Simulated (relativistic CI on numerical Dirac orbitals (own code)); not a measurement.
**Hyperfine structure of Se⁴⁺, mass number 77**

Calculated at this level of theory: Dirac-Coulomb-Breit CI, orbitals from a KLI potential per configuration, model QED (radiative potential, 1s self-energy scaled to tabulated hydrogen-like ionisation energies), valence Slater integrals scaled by 0.85, P86 correlation energy added to each configuration (own radial code, finite nucleus).

CI space (outside the closed core [Ar] 3d10): 4s2, 4s 4p, 4p2, 4s 4d, 4s 4f, 4d2, 4p 4d, 4s 5s, 4s 5p, 4f2, 4p 4f, 4s 5d, 4s 6s, 4s 6p, 4p 5s, 4s 5f. Levels of other configurations are missing.

Nuclear spin I = 1/2, μ = 0.53356 μN (tables of Stone and Pyykkö). The electronic factors are computed for point nuclear moments, without core polarisation; leaving it out makes A of s and p electrons in near-neutral atoms 20 to 40 % too small, and it can dominate for d and f shells.

```
      Level  E (cm⁻¹)  A (MHz)
4s 4p 3P°_1   88081.5     9017
4s 4p 3P°_2   91531.3     6731
4s 4p 1P°_1  129151.8      792
   4p2 1D_2  210144.2     1891
   4p2 3P_1  211305.1   -143.2
   4p2 3P_2  215546.7    933.5
 4s 4d 3D_1  254185.5    -5836
 4s 4d 3D_2  254385.6     2309
```

Levels with J = 0, under 50 % of one LS term, or S terms without an open s electron are left out. Small factors come from cancelling terms and can be off by tens of per cent or more.

At this charge configurations can still be misplaced by up to about 7 % of their energy. 43 of the 45 excited levels that our extract of the measured tables holds in this range could be paired (the sources list more); they are missed by 3123 cm⁻¹ on average and 4981 at most, and levels without a partner can miss by more.

Question: Give the hyperfine levels of 4s 4p 3P°_1 relative to its centre of gravity.

Answer: With K = F(F + 1) − I(I + 1) − J(J + 1), E = AK/2: F = 1/2: -9017, F = 3/2: 4509 MHz.
